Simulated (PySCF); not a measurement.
Screening by computed properties: pick the candidate that meets the target.

Species are written as SMILES; each is one conformer at its optimised geometry, gas phase, non-relativistic unless stated; the electronic structure was computed with PySCF and density fitting.

The conformers computed, where there is a choice (atom-mapped SMILES and torsion angles):
- `[CH2:1]1[CH2:2][CH:3]([C@@H:4]2[CH2:5][C:6]23[CH2:7][CH2:8][CH2:9]3)[CH2:10]1`: C2–C3–C4–C5 -92°
- `[SiH3:1]/[CH:2]=[CH:3]\[SiH2:4][c:5]1[cH:6][cH:7][cH:8][o:9]1`: C2–C3–Si4–C5 31°, C3–Si4–C5–C6 -118°
- `[Cl:1][CH:2]([Cl:3])[C:4]([Cl:5])([Cl:6])[Cl:7]`: Cl1–C2–C4–Cl5 62°

Question: Wanted: HOMO energy below -10 eV (wB97X-D/def2-SVPD) and electronic spatial extent ⟨r²⟩ about the centre of nuclear charge below 1760 bohr² (wB97X-D/def2-SVPD), at PBE0-D3(BJ)/def2-SVP geometries. Which candidate meets both?
A. `ClC(C(Cl)(Cl)Cl)Cl`
B. `[SiH3]/C=C\[SiH2]C1=CC=CO1`
C. `C1=CB(C#N)C=CC=C1`
D. `C1CC([C@@H]2CC23CCC3)C1`

Answer: A. Computed values:
| species | HOMO energy | electronic spatial extent ⟨r²⟩ about the centre of nuclear charge |
| --- | --- | --- |
| ClC(C(Cl)(Cl)Cl)Cl | -10.74 eV | 1580 bohr² |
| C1=CB(C#N)C=CC=C1 | -9.34 eV | 1266 bohr² |
| C1CC([C@@H]2CC23CCC3)C1 | -9.06 eV | 1818 bohr² |
| [SiH3]/C=C\[SiH2]C1=CC=CO1 | -8.60 eV | 1712 bohr² |
